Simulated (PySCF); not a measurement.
CoCl2, SMILES [Cl][Co][Cl] (connectivity only; charge and spin as stated), neutral, multiplicity 4.

Geometry: PBE0-D3(BJ)/def2-TZVP. The multiplicity is an assumed one; other spin states were not compared. The isomer is the one that the SMILES or the coordinates give; other isomers of the formula were not compared.

Computed with PBE/def2-TZVPD in PySCF.

Computed frontier levels, dipole moment and polarisability:
α spin, highest occupied and lowest empty level: -7.68 and -1.71 eV
β spin, highest occupied and lowest empty level: -6.67 and -6.24 eV
dipole moment: 0.00 D
mean static polarisability: 65.5 bohr³ (9.71 Å³)
polarisability, principal values: 44.5, 44.5, 107.4 bohr³
⟨S²⟩: 3.759 (pure state 3.75)
